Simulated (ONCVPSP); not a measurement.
## What one change does to a pseudopotential (Se, ONCV)

```json
{"Element": "selenium (Se)", "Generator": "ONCVPSP 4.0.1", "Type": "optimised norm-conserving Vanderbilt (ONCV)", "Functional": "PBE", "Relativity": "scalar-relativistic", "Frozen core": "[Ar] 3d10", "Valence charge": "6", "Reference configuration": "4s2 4p4", "Partial waves": "4s: rc 1.60 bohr, ncon 4, nbas 7, qcut 4.7 1/bohr, 2 projectors, debl 0.6 Ha; 4p: rc 1.60 bohr, ncon 3, nbas 6, qcut 4.4 1/bohr, 2 projectors, debl 2.3 Ha; d scattering state at 0.3 Ha: rc 1.70 bohr, ncon 4, nbas 8, qcut 6.6 1/bohr, 2 projectors, debl 2 Ha", "Local potential": "polynomial inside 1.10 bohr (lpopt 5, dvloc0 4 Ha)", "Core correction": "none"}
```

In the s channel the program set the typed energies aside and used -0.635, 0.250 Ha.

Change: s: debl 4.8.

Cutoffs: the cutoffs (Ha) at which the residual kinetic energy of the hardest occupied pseudo-wave falls to 1 and 0.1 mHa per electron; they do not see the model core or the augmentation charge, which bear on the density cutoff. Errors are all-electron minus pseudo energies relative to the spin-unpolarised reference configuration.

Question: Predict the effect on cutoff, ghosts and configuration errors.

Answer: The potential gets neither clearly harder nor softer (12 Ha and 37 Ha → 12 Ha and 37 Ha); both files keep a bound ghost (d); the errors of the 4 common tests hardly move; the range in which the s phases agree widens (upper end 3.4 → at the end of the scan).

```tsv
quantity	base	changed
cutoff, loose	12 Ha	12 Ha
cutoff, tight	37 Ha	37 Ha
bound ghosts	d	d
GHOST(+) flags under 300 eV	s at 108.4 eV	s at 158.2 eV
error for 4s2 4p3, meV [ΔE 10.85 eV]	-4.5	-4.5
error for 4s2 4p2, meV [ΔE 31.19 eV]	-24	-24
error for 4s2 4p1, meV [ΔE 62.06 eV]	-65	-64
error for 4s2 4p3.5, meV [ΔE 4.31 eV]	-1.0	-1.0
s: phases at 1.62 bohr within 0.05 rad from the reference energy up to (Ha; the scan ends near 5)	3.4	to the end of the scan
p: phases at 1.62 bohr within 0.05 rad from the reference energy up to (Ha; the scan ends near 5)	to the end of the scan	to the end of the scan
d: phases at 1.72 bohr within 0.05 rad from the reference energy up to (Ha; the scan ends near 5)	to the end of the scan	to the end of the scan
```

Base: The cutoffs count occupied waves only; projector 2 of the d channel, the hardest unoccupied one, needs 104 Ha at the loose tolerance. Changed file: The cutoffs count occupied waves only; projector 2 of the d channel, the hardest unoccupied one, needs 104 Ha at the loose tolerance. A true bound ghost makes a file unfit for plane-wave use even where its test errors are small: the radial tests pick states by their node count and pass the ghost by.
